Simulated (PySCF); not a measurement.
A PySCF script (with the pyscf-properties extension) for the NMR shieldings of SMILES CC(=O)P(C)C(C)(C)C, C7H15OP, on a GFN2-xTB geometry:

```python
import basis_set_exchange as bse
import numpy as np
from pyscf import gto, dft
from pyscf.prop import nmr

atoms = """
C     2.972242   -0.198538   -0.990437
C     1.480796   -0.262111   -1.195411
O     0.970237   -0.979670   -2.021225
P     0.499166    0.974318   -0.222361
C     1.306679    0.744684    1.433100
C    -1.157526    0.074202   -0.004645
C    -1.963352    0.851574    1.039124
C    -1.869092    0.162203   -1.356093
C    -1.015789   -1.383667    0.421925
H     3.292087    0.838160   -0.902611
H     3.233590   -0.721751   -0.071822
H     3.480732   -0.678940   -1.823721
H     1.399522   -0.303487    1.710138
H     0.713097    1.268779    2.178506
H     2.292129    1.204772    1.407602
H    -2.982730    0.469956    1.077526
H    -1.531565    0.753165    2.033138
H    -2.004570    1.909424    0.781953
H    -2.861205   -0.281997   -1.288462
H    -1.304610   -0.368406   -2.118719
H    -1.976491    1.202261   -1.662201
H    -2.005436   -1.829733    0.513771
H    -0.459142   -1.952505   -0.318571
H    -0.520503   -1.472928    1.387054
"""
names = dict.fromkeys(["C", "O", "P", "H"], "pcSseg-1")
basis = {el: gto.basis.parse(bse.get_basis(n, elements=[el], fmt="nwchem")) for el, n in names.items()}
mol = gto.M(atom=atoms, basis=basis, charge=0, verbose=0)
mf = dft.RKS(mol, xc="PBE0")
mf.grids.level = 2
mf.grids.alignment = dft.numint.BLKSIZE   # the property module wants whole blocks of grid points
mf.conv_tol = 1e-9
mf.kernel()

calc = nmr.RKS(mf)   # GIAO
C = mf.mo_coeff
Co = C[:, mf.mo_occ > 0]
resp = mf.gen_response(singlet=True, hermi=2)
def vind(x):   # induced exchange potential for any number of trial vectors
    d = np.einsum("pi,xij,qj->xpq", C, 2 * x.reshape(-1, C.shape[1], Co.shape[1]), Co, optimize=True)
    return np.einsum("xpq,pi,qj->xij", resp(d - d.transpose(0, 2, 1)), C, Co, optimize=True).ravel()
mo1, _ = nmr.rhf.solve_mo1(calc, with_cphf=vind)
sigma = calc.kernel(mo1)
for i, s in enumerate(sigma):   # ppm
    w = np.linalg.eigvalsh((s + s.T) / 2)
    print("%2d %-2s iso %8.1f  s11 %8.1f  s22 %8.1f  s33 %8.1f" % (i, mol.atom_pure_symbol(i), w.mean(), *w))
```

Task: What does it print?

Result: 
```
 0 C  iso    151.7  s11    130.4  s22    138.3  s33    186.5
 1 C  iso    -46.3  s11   -139.0  s22    -90.5  s33     90.6
 2 O  iso   -399.2  s11  -1113.1  s22   -426.5  s33    342.0
 3 P  iso    317.0  s11    165.8  s22    327.0  s33    458.1
 4 C  iso    179.7  s11    165.5  s22    184.6  s33    189.1
 5 C  iso    150.6  s11    141.8  s22    148.7  s33    161.3
 6 C  iso    156.5  s11    141.5  s22    142.3  s33    185.8
 7 C  iso    157.1  s11    137.4  s22    148.5  s33    185.5
 8 C  iso    163.7  s11    148.4  s22    154.2  s33    188.4
 9 H  iso     29.3  s11     25.3  s22     29.8  s33     32.7
10 H  iso     29.4  s11     25.7  s22     30.1  s33     32.4
11 H  iso     29.7  s11     26.2  s22     27.6  s33     35.2
12 H  iso     30.2  s11     25.8  s22     29.1  s33     35.6
13 H  iso     30.5  s11     24.8  s22     29.9  s33     36.8
14 H  iso     30.3  s11     26.1  s22     27.5  s33     37.2
15 H  iso     30.8  s11     27.0  s22     28.2  s33     37.3
16 H  iso     30.7  s11     25.7  s22     30.0  s33     36.4
17 H  iso     30.6  s11     26.8  s22     28.1  s33     37.0
18 H  iso     30.9  s11     27.1  s22     27.9  s33     37.5
19 H  iso     29.1  s11     23.1  s22     28.5  s33     35.6
20 H  iso     30.6  s11     26.7  s22     28.3  s33     36.9
21 H  iso     31.0  s11     26.9  s22     28.5  s33     37.5
22 H  iso     30.0  s11     25.4  s22     29.4  s33     35.3
23 H  iso     30.8  s11     25.8  s22     30.4  s33     36.1
```

These numbers come from an equivalent density-fitted implementation of the same equations, which agrees with the script to about 0.01 ppm for H and up to a few tenths of a ppm for heavy atoms, so last digits may differ.

Size and cost of the density-fitted run: 235 basis functions, of the order of 2.7 core-minutes.
